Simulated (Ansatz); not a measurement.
Coupled-cluster diagnostics for Hf₃⁻, Ansatz.

Geometry of the doublet (PBE-D4/def2-TZVPD):

Cartesian coordinates in Å:
```
Hf -1.0207 1.1403 0.1668
Hf 1.4069 -0.0421 0.8403
Hf -0.3863 -1.0982 -1.0070
```

In the def2 sets Hf takes a core potential; there is no spin–orbit coupling. Correlated methods freeze no core orbitals; core or outer-core shells of Hf are correlated, in sets that lack core-valence functions. In CCSD on the charge -1 quartet the largest single amplitude is 0.29, so its Hartree–Fock determinant may place the open shell otherwise than the density functionals do. The geometry of the doublet was relaxed on an unsound state (⟨S²⟩ 1.78, where a pure state has 0.75). The structure comes from a short search, and lower isomers may exist.

Geometry of the charge -1 quartet (PBE-D4/def2-TZVPD):

```xyz
3

Hf    0.784    0.444   -1.275
Hf    0.743   -0.132    1.367
Hf   -1.527   -0.312   -0.092
```

**Question.** Estimate the CCSD(T) correlation energy, the shares of MP2 and (T), T1 and the reference's ⟨S²⟩ for: charge -1, doublet, own geometry in def2-TZVPD; charge -1, quartet, own geometry in def2-TZVPD; and the rough time on 4 threads of Arm Neoverse V2 on a shared host.

**Answer.** 
| state | basis | correlation (eV) | MP2 share (%) | (T) share (%) | T1 | ⟨S²⟩ (pure) | wall time | remarks |
| --- | --- | --- | --- | --- | --- | --- | --- | --- |
| charge -1, doublet, own geometry | def2-TZVPD | -23.966 | 90.8 | 7.2 | 0.106 | 3.95 (0.75) | 69 s | large T1 (0.106), spin-contaminated (⟨S²⟩ 3.95) |
| charge -1, quartet, own geometry | def2-TZVPD | -24.178 | 88.7 | 7.4 | 0.117 | 6.32 (3.75) | 61 s | large T1 (0.117), spin-contaminated (⟨S²⟩ 6.32) |
Customary marks for T1 are 0.02 (closed shells), 0.045 (open shells) and about 0.05 (3d metals). T1 exceeds 0.02 in 2 of 2 rows and 0.045 in 2; the higher it lies, the less the single-reference result can be trusted.
